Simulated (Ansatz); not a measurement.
CH6GaN can be A, `[CH3][GaH][NH2]`, or B, `N[CH2][GaH2]`.

Gas-phase electronic energies from Ansatz, PBE0-D4/def2-TZVP geometries. CBS: MP2 limit from def2 TZ/QZ plus the TZ coupled-cluster correction, frozen cores. Functionals use def2-TZVPP. B3LYP here is the variant with VWN-RPA as its local correlation; programs differ in this. For Ga outer-core shells are correlated without core-valence functions, which leaves a few kJ/mol of doubt a bond. Scalar relativity is left out up to krypton. One conformer a species, not always the lowest.

A:

```xyz
9

C     0.727   -1.242    0.404
Ga   -0.668    0.133    0.305
N    -0.399    1.549   -0.804
H     0.325   -2.216    0.113
H     1.096   -1.339    1.428
H     1.571   -1.008   -0.246
H    -2.021    0.143    1.095
H    -1.054    2.303   -0.923
H     0.422    1.676   -1.372
```

B:

Z-matrix (Å, degrees):
```
C
Ga 1 1.977
N 1 1.457 2 112.4
H 1 1.105 2 107.6 3 127.7
H 1 1.096 2 106.7 3 -119.7
H 2 1.575 1 119.4 3 -18.4
H 2 1.573 1 120.6 3 163.5
H 3 1.013 1 111.7 2 172.0
H 3 1.011 1 111.6 2 52.0
```

Problem. Which is lower in electronic energy at CCSD(T)/CBS, and by how much? (An estimate is asked.)

Solution. Computed: A, by 159.6 kJ/mol.

Problem. Give E(B) − E(A) in kJ/mol with CCSD/def2-TZVPP, r2SCAN-D4, CCSD(T)/def2-TZVPP, B3LYP, CCSD(T)/def2-SVP, B2PLYP, ωB97M-V. (An estimate is asked.)

Solution. Ansatz gave: CCSD/def2-TZVPP 155.9, r2SCAN-D4 156.7, CCSD(T)/def2-TZVPP 157.3, B3LYP 151.5, CCSD(T)/def2-SVP 149.5, B2PLYP 157.2, ωB97M-V 150.5. None reverses the order clearly.

Problem. Does the order hold for the free energy at 298.15 K (harmonic terms from PBE0-D4)? (Estimate.)

Solution. The calculation gave: Yes: G(B) − G(A) = +158.5 kJ/mol, for one conformer each. Modes under 60 cm⁻¹, often nearly free rotors, make the harmonic entropy too high.

Largest T1 diagnostic: 0.013.

Leaving LDA and LC-ωPBE aside and taking each functional with its dispersion term where it has one, the values, not all of them listed here, spread over 14.3 kJ/mol, from revPBE-D4 to B2PLYP. In def2-TZVPP, CCSD(T) changes the Hartree–Fock value by +8.8 kJ/mol (the triples alone add +1.3 kJ/mol) and MP2 by +15.8 kJ/mol.
